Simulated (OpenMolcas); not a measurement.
# Cd: effect of the active space

```
Program             : OpenMolcas
Method              : CASSCF or its RAS form
Basis               : ANO-RCC
Scalar Hamiltonian  : DKH2, point nucleus
Spin-orbit coupling : RASSI with atomic mean-field integrals over the reference wave functions, term energies averaged over their components
```

A. 2 electrons in 8 orbitals (5s 5p 6s 6p); 2S+1 = 3 even, 3 roots; 2S+1 = 1 even, 1 root; 2S+1 = 3 odd, 3 roots; 2S+1 = 1 odd, 3 roots; cost about 2 core-minutes
B. 2 electrons in 9 orbitals (RAS2 5s 5p; RAS3 5d, at most 2 electrons); 2S+1 = 3 even, 3 roots; 2S+1 = 1 even, 6 roots; 2S+1 = 3 odd, 3 roots; 2S+1 = 1 odd, 3 roots; cost roughly 120 core-seconds

Energies in cm⁻¹ above 5s² ¹S₀, the measured ground level; measured values from NIST Handbook of Basic Atomic Spectroscopic Data.

```json
{"Level": "5s² ¹S₀", "A": "0.0", "B": "0.0", "Measured": "0.0"}
{"Level": "5s 5p ³P°₀", "A": "26272", "B": "22674", "Measured": "30114"}
{"Level": "5s 5p ³P°₁", "A": "26728", "B": "23128", "Measured": "30656"}
{"Level": "5s 5p ³P°₂", "A": "27668", "B": "24077", "Measured": "31827"}
{"Level": "5s 5p ¹P°₁", "A": "45598", "B": "39788", "Measured": "43692"}
```

Deviations, from unrounded energies. A percentage is the sum of absolute deviations over the sum of measured energies, with the sign that they share, or ± where signs differ.

```tsv
Against measurement	Levels	A	B
mean absolute deviation (cm-1)	4	3500	6700
other configurations (%)	4	±10.2	-19.5
```

A lies closest to measurement on these levels. The largest miss of A in the table is 5s 5p ³P°₂, by -4200 cm-1. The ranking rests on the paired levels alone, and a cruder setting can come out closer through cancelling errors.

Between A and B the level of the table that moves most is 5s 5p ¹P°₁, by 5800 cm-1 (lowest in B, highest in A).

Without dynamic correlation excited terms often stand tens of per cent too high (terms of higher spin than the ground term too low), and those without a measured partner can miss by more than the paired ones. Active for correlation alone: 6p 6s; no level in the range computed is led by a configuration that fills them, so any true level of that kind is missing (holds for A). The run also gave levels led by 5s 5d, which use shells meant for correlation; these and all levels above them are left out (holds for B). Measured partners are found by configuration, term and J. A level has none where our copy of the source lacks it or the pairing is in doubt (some pairs that miss far off the trend of their configuration count as doubtful), and it then counts in no deviation. Levels of configurations outside the active space are missing. Levels that lie high or do not pair safely by name in every column are left out.

° marks odd parity.
